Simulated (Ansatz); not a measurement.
Geometry optimisation, UKS r2SCAN-D4/STO-3G (Ansatz 0.2.0).

Input file:

```yaml
crystal:
  periodic: [false, false, false]
  atoms:
    - { symbol: B, position_ang: [-1.2533, 0.35, 0.9617] }
    - { symbol: C, position_ang: [-0.4451, -0.211, -0.2584] }
    - { symbol: C, position_ang: [0.7538, -0.9739, 0.1639] }
    - { symbol: O, position_ang: [1.7364, -0.032, -0.4134] }
    - { symbol: C, position_ang: [0.5798, 0.7326, -0.8673] }
    - { symbol: H, position_ang: [-1.3513, 1.5767, 1.1343] }
    - { symbol: H, position_ang: [-1.9158, -0.3259, 1.6331] }
    - { symbol: H, position_ang: [-1.0006, -0.7271, -1.0328] }
    - { symbol: H, position_ang: [0.9484, -1.0113, 1.321] }
    - { symbol: H, position_ang: [0.8721, -1.9651, -0.2972] }
    - { symbol: H, position_ang: [0.5261, 0.7713, -1.9397] }
    - { symbol: H, position_ang: [0.6265, 1.7604, -0.3711] }
magnetization:
  spin_polarized: true
basis:
  gaussian: { orbitals: STO-3G }
hamiltonian:
  xc: r2scan
  dispersion: d4
relax:
  f_tol: 0.02
  max_steps: 40
```

Command:

```bash
$ ansatz run input.yaml --threads 1 --pin off --max-ram 2048MiB --backend cpu --events-out ev --progress --plain --runs-dir out
```

Task: Where does it end, and by what steps?

Result: The run converged. Limits of this set-up: minimal basis. After 11 steps the energy has fallen by 0.700 eV; H6 moved furthest, 0.50 Å.

```tsv
step	energy less start (eV)	largest force component (eV/Å)	accepted
0	0.0000	3.681	yes
1	-0.4152	2.298	yes
2	-0.6434	0.791	yes
3	-0.6569	1.236	yes
4	-0.6840	0.204	yes
5	-0.6942	0.123	yes
6	-0.6952	0.164	yes
7	-0.6974	0.050	yes
8	-0.6962	0.260	no
9	-0.6988	0.049	yes
10	-0.6990	0.125	yes
11	-0.6999	0.012	yes
```

```xyz
12
Properties=species:S:1:pos:R:3
B -1.298 0.333 0.946
C -0.478 -0.141 -0.287
C 0.781 -0.944 0.260
O 1.733 -0.023 -0.428
C 0.586 0.791 -0.955
H -1.058 1.354 1.474
H -2.101 -0.386 1.414
H -1.035 -0.749 -1.016
H 0.925 -0.944 1.366
H 0.843 -1.994 -0.102
H 0.566 0.813 -2.067
H 0.611 1.834 -0.571
```

Whether the end is a true minimum wasn't checked by a vibrational analysis.

Run time: 51 s on 1 thread of Intel(R) Xeon(R) Processor @ 2.70GHz, on a shared host, peak memory 0.2 GiB.
